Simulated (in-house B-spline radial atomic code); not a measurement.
## RPA and G0W0 on B3LYP (VWN-RPA): Pb²⁺

Configuration [Xe] 4f14 5d10 6s2, mean-field start B3LYP (VWN-RPA). Computed with an all-electron radial atomic-structure program (B-spline basis): all electrons, scalar-relativistic (spin-free one-electron X2C), finite nucleus, each spin shell either full or empty, empty states to l = 9 with an (l + 1/2)⁻⁴ tail; G0W0 by contour deformation at full frequency.

Without the two-electron picture change, the correlation of inner shells comes somewhat too large for so heavy an element.

Command:
```bash
python run_gw.py task.json out
```
Settings (radii: box in bohr, nucleus in fm):
```
Z                        82
electrons                80
configuration            [Xe] 4f14 5d10 6s2
hamiltonian              x2c
method                   b3lyp
lmax                     9
rms_radius               5.5012
spin_polarised           False
box_radius               17.55
intervals                68
ion_configuration        [Xe] 4f14 5d10 6s1
```

Time taken, with all properties: 25 s on 1 thread of Arm Neoverse N1, on a shared host.

Energies (hartree):

```csv
term,value
mean-field total,-20885.73539
Hartree-Fock functional on these orbitals,-20879.37475
direct second order,-8.1933
second-order exchange,2.0244
SOSEX correction,1.8982
```

(1) What is the RPA correlation energy, and what remains with SOSEX?

Quasi-particle levels (eV):

| level | occupied | mean field | Σx - vxc | Σc | QP weight | G0W0 |
| --- | --- | --- | --- | --- | --- | --- |
| 6s | yes | -28.317 | -1.95 | ? | ? | ? |
| 5d | yes | -39.65 | -6.41 | 0.45 | 0.914 | -45.61 |
| 6p | no | -16.729 | 3.92 | -1.25 | 0.960 | -14.053 |

G0W0 = mean field + (Σx - vxc) + Σc, with Σc (partial-wave tail included) taken at the quasi-particle energy. Only the outer levels were computed. Levels of low weight are left out.

(2) Where does G0W0 put 6s?

(3) What does it cost to remove one electron (to [Xe] 4f14 5d10 6s1) by differences of total energies, each species on its own start (correlation terms add to the Hartree-Fock functional)?

Answers

(1) RPA gives -7.1728 hartree (-2.44 eV per electron); RPA + SOSEX gives -5.2746, and the second-order doubles -6.1689 hartree (no singles). SOSEX takes back 26 % of the RPA value.

(2) At -32.40 eV, with Σc = -2.13 eV and a quasi-particle weight of 0.951. The tabulated removal energy is 31.937 eV (NIST, measured); the calculation leaves out spin-orbit coupling, Breit and QED terms, and what these don't explain is the method's own error.

(3) B3LYP (VWN-RPA) 32.09 eV, Hartree-Fock functional 29.771 eV, + RPA 32.26 eV, + RPA + SOSEX 31.69 eV, + second order 33.29 eV. Tabulated: 31.937 eV (NIST, measured); the calculation leaves out spin-orbit coupling, Breit and QED terms, and what these don't explain is the method's own error.
